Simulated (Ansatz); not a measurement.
Cs₃H₃. Total charge 0; triplet. Geometry r2SCAN-D4/def2-TZVPD, that of the charge -1 doublet; atoms count from 1.

```xyz
6

Cs    0.4100    1.1980    3.1866
Cs    2.4357    0.6863   -1.1695
Cs   -1.1650   -2.4853    0.4857
H    -0.8282    0.3121   -1.2029
H    -1.1464    0.3126   -1.8935
H     0.2938   -0.0236    0.5937
```

In the def2 sets Cs takes a core potential; there is no spin–orbit coupling. The structure comes from a short search, and lower isomers may exist.

(1) Estimate the Mulliken populations from the PBE0/def2-TZVPD orbitals of Ansatz.

(2) Where does the spin sit?

(3) And the Mayer bond orders between bonded heavy atoms (over 0.3)?

## Answers

(1) 
| atom | charge (e) | spin (α − β) |
| --- | --- | --- |
| Cs1 | 0.23 | 0.50 |
| Cs2 | 0.23 | 0.73 |
| Cs3 | 0.23 | 0.73 |
| H4 | -0.21 | 0.02 |
| H5 | 0.23 | -0.01 |
| H6 | -0.71 | 0.03 |
Mulliken values and Mayer orders depend strongly on the basis. With diffuse functions, as here, like atoms can get unlike values, and bond orders can come out too low or too high.

(2) Summed by element: Cs 1.96, H 0.04, of 2 unpaired in all. Largest on single atoms: Cs2 0.73, Cs3 0.73, Cs1 0.50.

(3) Cs1–Cs2 0.38 (4.83 Å); Cs1–Cs3 0.38 (4.83 Å).
